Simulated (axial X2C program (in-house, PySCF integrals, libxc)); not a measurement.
## How long does AuSi⁺ take?

A bond scan computed with an in-house relativistic program for diatomic molecules. Basis: Au dyall-cv3z [13s14p9d6f4g], Si dyall-v3z [8s7p2d1f] (cores contracted in-house).

Input:
```json
{"zs": [79, 14], "q": 1, "bas": ["dyall-cv3z", "dyall-v3z"], "levels": ["PBE0", "HF", "BHandHLYP"], "cc": true, "r0": 2.4, "thr": -2.0, "nmax": 90, "npts": 10, "nst": 2, "ntry": 6}
```
```bash
python so2c.py task.json out
```

Keys: zs atomic numbers; q charge; bas basis sets; levels methods; cc coupled cluster on or off; r0 starting distance in Å; thr threshold in hartree for freezing inner shells (an s shell follows its p shell); nmax most natural virtual spinors; npts points on the curve; nst determinants followed; ntry starts of the search. HF also brings MP2.

Hardware: 1 thread of AMD EPYC 9B45 (Zen 5) (shared host).

Wall time of one point of each curve, integrals apart:

| Hamiltonian | level | points | seconds a point |
| --- | --- | --- | --- |
| spin-free | PBE0 | 9 | 1 |
| spin-free | HF | 9 | 0.55 |
| spin-free | CCSD(T) (14 electrons, 88 virtuals) | 7 | 3.6 |
| spin-free | BHandHLYP | 9 | 0.99 |
| 2c | PBE0 | 9 | 1.7 |
| 2c | HF | 9 | 1.2 |
| 2c | CCSD(T) (14 electrons, 90 virtuals) | 7 | 5.4 |
| 2c | BHandHLYP | 9 | 1.8 |

The rest:

Search with its distance optimisation 32 s, atoms 15 s, whole task 210 s. Coupled cluster runs on the points near the minimum only. The program drops outer points, and coupled cluster, when its time limit (not in the input) nears; MP2, further determinants and curves that did not converge are not in the table.
